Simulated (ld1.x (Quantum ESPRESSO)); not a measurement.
**Varying the RRKJ potential for tin**

Base potential:

* Element: Sn
* Generator: ld1.x (Quantum ESPRESSO) 7.5
* Type: norm-conserving RRKJ (Kleinman–Bylander form)
* Functional: PBEsol
* Relativity: fully relativistic
* Frozen core: [Kr]
* Valence charge: 14
* Reference configuration: 4d10 5s1 5p3
* Partial waves: 5s (bound): rc 1.90 bohr; 5p (bound): rc 1.75 bohr; 4d (bound): rc 1.05 bohr; 4f channel at 0.5 Ry: rc 1.80 bohr
* Local potential: all-electron potential smoothed inside 1.85 bohr (lloc = -1)
* Core correction: a·sin(br)/r model core inside 0.50 bohr
* rho0: 0.02

Open shells are filled in proportion to 2j + 1 (rel_dist='average').

All-electron outer shells of the reference configuration (PBEsol, scalar-relativistic, ld1.x):

```json
{"shell": "4s", "level (eV)": "-135.29", "outermost node (bohr)": "0.40", "outermost maximum (bohr)": "0.74"}
{"shell": "4p", "level (eV)": "-91.11", "outermost node (bohr)": "0.41", "outermost maximum (bohr)": "0.79"}
{"shell": "4d", "level (eV)": "-27.27", "outermost node (bohr)": "0.39", "outermost maximum (bohr)": "0.88"}
{"shell": "5s", "level (eV)": "-11.46", "outermost node (bohr)": "0.98", "outermost maximum (bohr)": "1.99"}
{"shell": "5p", "level (eV)": "-4.34", "outermost node (bohr)": "1.09", "outermost maximum (bohr)": "2.52"}
```

Cutoffs, loose and tight: the cutoffs (Ry, on a coarse ladder) from which the occupation-weighted sum of valence levels, in a spherical-Bessel basis at the reference potential, stays within 10 and 1 mRy of its value at 400 Ry. They do not see the model core or the augmentation charge, which bear on the density cutoff. Test errors are all-electron minus pseudo excitation energies from the reference, over the configurations 4d10 5s2 5p2; 4d10 5s2 5p1; 4d10 5s2 5p0; 4d10 5s1 5p2; 4d10 5s1 5p0; 4d10 5s2 5p2.3; 4d10 5s0 5p0. A dash means not determined; rows that change the core or the reference have their own tests. The largest error is taken over the tests solved by every variant that gives reliable tests at all: 4d10 5s0 5p0; 4d10 5s1 5p0; 4d10 5s1 5p2; 4d10 5s2 5p0; 4d10 5s2 5p1.

A true bound ghost makes a file unfit for plane-wave use even where its test errors are small: the radial tests pick states by their node count and pass the ghost by. Where a test does run into it, the solver fails or the error is huge.

```tsv
change	outcome	cutoff, loose	cutoff, tight	bound ghosts	largest test error (meV)
base	generated	160 Ry	260 Ry	s	-46
wave 4f channel at 0.5 Ry: rc 1.80 bohr becomes 4f channel at 0.1 Ry: rc 1.80 bohr	generated	160 Ry	260 Ry	s	-46
wave 5s (bound): rc 1.90 bohr becomes 5s (bound): rc 2.56 bohr	generated	160 Ry	260 Ry	s	-76
reference 4d10 5s2 5p2	generated	160 Ry	260 Ry	s	-65 over the solved tests; 1 of 7 tests not solved or not reliable
wave 4d (bound): rc 1.05 bohr becomes 4d (bound): rc 1.16 bohr	generated	90 Ry	180 Ry	s	-46
core correction a·sin(br)/r model core inside 0.98 bohr	generated	160 Ry	260 Ry	s	-46
```

(1) What comes out with this change to the base: local potential all-electron potential smoothed inside 1.74 bohr (lloc = -1)?

Results:

(1) outcome: generated; cutoff, loose: 160 Ry; cutoff, tight: 260 Ry; bound ghosts: s; largest test error (meV): -37.
